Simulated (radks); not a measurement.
Values are calculated unless marked as measured or tabulated.
Eu2+, 61 electrons, occupied as [Xe] 4f7.

Code: a radial shooting solver on a logarithmic mesh with Libxc functionals. Model: Dirac Kohn-Sham, BLYP, spin-unpolarised, spherical densities, finite nucleus; open shells fill j = l - 1/2 first; Fermi nuclear charge, rms radius 5.1115 fm.

Energy parts (hartree):
| part | energy |
|---|---|
| total | -10851.6319 |
| kinetic | 11798.2860 |
| electron-nucleus | -26597.9950 |
| Hartree | 4191.8040 |
| exchange-correlation | -243.7269 |

Orbitals (lengths in bohr, moments of r in powers of bohr; <r^-3> diverges for s and p1/2; r(90%) holds 90 % of the orbital's charge):
orbital  occ.  eigenvalue (hartree)  <r^-3>      <r^2>   <1/r>  r(90%)
1s1/2       2             -1776.175       -  0.0006793   70.22  0.0403
2s1/2       2             -291.9335       -    0.01062   16.72   0.147
2p1/2       2             -277.0211       -   0.007723   16.70   0.130
2p3/2       4             -253.1974    9389   0.008961   14.82   0.139
3s1/2       2             -64.59716       -    0.07109   6.086   0.366
3p1/2       2             -58.15001       -    0.06632   6.002   0.359
3p3/2       4             -53.29456    1975    0.07347   5.527   0.377
3d3/2       4             -42.12433   330.7    0.05886   5.404   0.349
3d5/2       6             -41.06763   295.2    0.06086   5.285   0.354
4s1/2       2             -13.20092       -     0.3620   2.539   0.814
4p1/2       2             -10.71076       -     0.3820   2.432   0.843
4p3/2       4              -9.63886   436.8     0.4216   2.271   0.886
4d3/2       4              -5.53820   61.66     0.4887   2.050   0.976
4d5/2       6              -5.34604   54.27     0.5045   2.010   0.992
5s1/2       2              -2.12863       -      2.144  0.9646    1.99
5p1/2       2              -1.46022       -      2.748  0.8463    2.28
5p3/2       4              -1.31919   56.57      3.099  0.7894    2.43
4f5/2       6              -0.59422   6.968      1.235   1.421    1.68
4f7/2       1              -0.57155   6.697      1.287   1.401    1.71

The highest occupied level is 4f7/2 at -15.553 eV. The electron density at the nucleus is 5.793e+05 e/bohr^3. Summed over all electrons, <r^2> = 40.28 bohr^2, which gives a Langevin (diamagnetic) susceptibility term of -31.9 x 10^-6 cm^3/mol.
